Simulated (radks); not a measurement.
Mo38+, configuration [He] 2s1 3s1 (not the ground configuration).

Calculated with a radial shooting solver on a logarithmic mesh with Libxc functionals: scalar-relativistic Kohn-Sham, r2SCAN, spin-polarised, spherical densities, finite nucleus; open shells are filled with parallel spins first (spin-orbit coupling, left out, can overturn this in heavy ions); meta-GGA in the generalised Kohn-Sham scheme; Fermi nuclear charge, rms radius 4.4091 fm.

Energy parts (eV):
part                       energy
total                  -56586.751
kinetic                 59280.915
electron-nucleus      -117360.921
Hartree                  2388.606
exchange-correlation     -895.351

Orbitals (lengths in bohr, moments of r in powers of bohr; r(90%) holds 90 % of the orbital's charge):
orbital  occ.  eigenvalue (eV)  r(90%)  <1/r>     <r^2>
1s up       1        -23277.96  0.0625  43.75  0.001644
1s down     1        -23263.99  0.0625  43.73  0.001644
2s up       1        -5569.294   0.218  10.64   0.02387
3s up       1        -2396.439   0.475  4.571    0.1231

The highest occupied level is 3s up at -2396.4 eV. Spin moment in Bohr magnetons: 2. The density falls to 0.001 e/bohr^3 at r = 0.80 bohr. The electron density at the nucleus is 8.926e+04 e/bohr^3 (large components only). The spin density at the nucleus is 6718 e/bohr^3 (1s 47, 2s 5204, 3s 1467).
